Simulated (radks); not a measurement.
Species: Pr40+. Configuration: [Ar] 4s1 (not the ground configuration). All-electron calculation, Dirac Kohn-Sham, LDA (Slater exchange, Perdew-Wang correlation), spin-unpolarised, spherical densities, finite nucleus; Fermi nuclear charge, rms radius 4.8919 fm. Program: a radial shooting solver on a logarithmic mesh with Libxc functionals. Some entries of the table are withheld. Estimate them.

| orbital | occ. | eigenvalue (Ry) | <1/r> (bohr^-1) | r(max) (bohr) |
|---|---|---|---|---|
| 1s1/2 | 2 | -3239.470 | 64.63 | (1) |
| 2s1/2 | 2 | -661.3408 | 15.41 | 0.08714 |
| 2p1/2 | 2 | -636.1104 | 15.36 | 0.06627 |
| 2p3/2 | 4 | -600.1392 | 13.88 | 0.07154 |
| 3s1/2 | 2 | -247.9452 | 6.093 | (2) |
| 3p1/2 | 2 | -238.4823 | 6.029 | 0.2224 |
| 3p3/2 | 4 | -229.6878 | 5.642 | 0.2322 |
| 3d3/2 | 0 | -215.6482 | 5.520 | 0.1808 |
| 3d5/2 | 0 | -213.5720 | 5.422 | 0.1835 |
| 4s1/2 | 1 | -127.1806 | 3.145 | 0.4810 |
| 4p1/2 | 0 | -123.1208 | 3.107 | (3) |
| 4p3/2 | 0 | -119.8844 | 2.963 | (4) |
| 5s1/2 | 0 | -77.18606 | 1.922 | (5) |

Answer. 
(1) 1s1/2 r(max) (bohr): 0.01543
(2) 3s1/2 r(max) (bohr): 0.2370
(3) 4p1/2 r(max) (bohr): 0.4728
(4) 4p3/2 r(max) (bohr): 0.4872
(5) 5s1/2 r(max) (bohr): 0.8197
